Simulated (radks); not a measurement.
Sn12+, 38 electrons, occupied as [Kr] 5s2 (not the ground configuration).

Method: Dirac Kohn-Sham, PBE, spin-unpolarised, spherical densities, point nucleus; computed with a radial shooting solver on a logarithmic mesh with Libxc functionals.

Energy parts (hartree):
part                        energy
total                  -6125.57214
kinetic                 6454.96293
electron-nucleus      -14486.94321
Hartree                 2061.40900
exchange-correlation    -155.00086

Orbitals (lengths in bohr, moments of r in powers of bohr; r(max) is where P^2 peaks):
| orbital | occ. | eigenvalue (hartree) | <r> | <1/r> | r(max) |
|---|---|---|---|---|---|
| 1s1/2 | 2 | -1075.922 | 0.02905 | 53.09 | 0.01877 |
| 2s1/2 | 2 | -171.3017 | 0.1251 | 12.32 | 0.1062 |
| 2p1/2 | 2 | -160.7035 | 0.1058 | 12.29 | 0.08180 |
| 2p3/2 | 4 | -152.2271 | 0.1111 | 11.45 | 0.08632 |
| 3s1/2 | 2 | -41.12469 | 0.3376 | 4.373 | 0.3069 |
| 3p1/2 | 2 | -36.83268 | 0.3281 | 4.284 | 0.2932 |
| 3p3/2 | 4 | -35.26598 | 0.3391 | 4.077 | 0.3034 |
| 3d3/2 | 4 | -27.72455 | 0.3095 | 3.929 | 0.2479 |
| 3d5/2 | 6 | -27.39846 | 0.3130 | 3.875 | 0.2508 |
| 4s1/2 | 2 | -13.96079 | 0.7616 | 1.851 | 0.7199 |
| 4p1/2 | 2 | -12.42206 | 0.7841 | 1.768 | 0.7355 |
| 4p3/2 | 4 | -12.06733 | 0.8039 | 1.708 | 0.7552 |
| 4d3/2 | 0 | -9.52551 | 0.8539 | 1.548 | 0.7852 |
| 4d5/2 | 0 | -9.46036 | 0.8598 | 1.534 | 0.7911 |
| 5s1/2 | 2 | -6.60985 | 1.463 | 0.9456 | 1.446 |
| 5p1/2 | 0 | -6.01176 | 1.532 | 0.8996 | 1.514 |
| 5p3/2 | 0 | -5.89646 | 1.561 | 0.8779 | 1.545 |

The highest occupied level is 5s1/2 at -179.86 eV. The configuration is held as typed, so some empty levels lie below it. The density falls to 0.001 e/bohr^3 at r = 2.61 bohr. Summed over all electrons, <r^2> = 12.70 bohr^2, which gives a Langevin (diamagnetic) susceptibility term of -10.1 x 10^-6 cm^3/mol.
